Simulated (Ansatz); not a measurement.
Reaction (ligand exchange at a Ti–I bond): `[OH][Ti]([F])([Cl])[I]` + `C[SeH]` → `C[Se][Ti]([OH])([F])[Cl]` + HI

Gas-phase electronic energies from Ansatz, PBE0-D4/def2-TZVP geometries. CBS: MP2 limit from def2 TZ/QZ plus the TZ coupled-cluster correction, frozen cores. DFT in def2-TZVPP. def2 core potentials past Kr. For I, Se, Ti outer-core shells are correlated without core-valence functions, which leaves a few kJ/mol of doubt a bond. Scalar relativity is left out up to krypton. One conformer a species, not always the lowest.

`[OH][Ti]([F])([Cl])[I]`:

```xyz
6

O    -0.538    0.272    1.279
Ti    0.043   -0.315   -0.266
F    -0.003   -2.056   -0.268
Cl   -1.191    0.501   -1.870
I     2.445    0.504   -0.597
H    -0.757    1.094    1.722
```

`C[SeH]`:

Cartesian coordinates in Å:
```
C 0.104 0.265 -0.466
Se -0.286 0.125 1.438
H 1.047 -0.223 -0.700
H 0.188 1.330 -0.677
H -0.708 -0.156 -1.055
H -0.345 -1.342 1.459
```

`C[Se][Ti]([OH])([F])[Cl]`:

Cartesian coordinates in Å:
```
C 0.116 -0.156 1.980
Se 0.851 1.090 0.651
Ti -0.193 0.006 -1.204
O 0.404 0.862 -2.615
F 0.266 -1.686 -1.140
Cl -2.379 0.163 -0.963
H 0.293 -1.185 1.673
H -0.949 0.031 2.104
H 0.640 0.040 2.913
H 0.951 0.835 -3.400
```

HI:

```xyz
2

I    -0.599    0.525   -0.117
H     0.599   -0.525    0.117
```

```tsv
level	ΔE (kJ/mol)
PBE	36.2
SCS-MP2/def2-TZVPP	37.1
```

Task: What does CCSD(T)/CBS give? (Best estimate.)

Result: The calculation gave: +32.6 kJ/mol. The listed levels differ from it by 3.6, 4.5 kJ/mol.

Largest T1 diagnostic among the species: 0.023, so the coupled-cluster value is less sure than usual.

The D4 term adds −4.9 kJ/mol with B3LYP and −3.0 kJ/mol with PBE0; it sums over pairs of atoms, weighted by their polarisabilities, and B3LYP, whose exchange is more repulsive, gets the larger term. In def2-TZVPP, CCSD(T) changes the Hartree–Fock value by −17.2 kJ/mol (the triples alone add −1.5 kJ/mol) and MP2 by −12.9 kJ/mol.

CCSD(T)/CBS has its own doubt, a few kJ/mol and more with outer-core shells, so smaller differences from it don't rank the levels.

B3LYP here is the variant with VWN-RPA as its local correlation; programs differ in this.
